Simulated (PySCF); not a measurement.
## Correlation energy of Zr⁺ (zirconium, charge +1)

[Kr] 4d2 5s1, high-spin 4F determinant. All numbers are calculated (PySCF 2.14, a scalar-relativistic core potential, in aug-cc-pVDZ-PP with ECP28MDF). Frozen: 4s2 4p6; 3 electrons correlated.

MP2 pair energies summed by pair of shells (mhartree):

| pair | energy | share (%) |
| --- | --- | --- |
| 4d-5s | -6.59 | 72.6 |
| 4d-4d | -2.48 | 27.4 |

Total MP2 correlation energy: -9.08 mhartree.

Same-spin part -9.08 and opposite-spin part 0.00 mhartree; SCS-MP2 scales them by 1/3 and 6/5 to -3.03 mhartree.
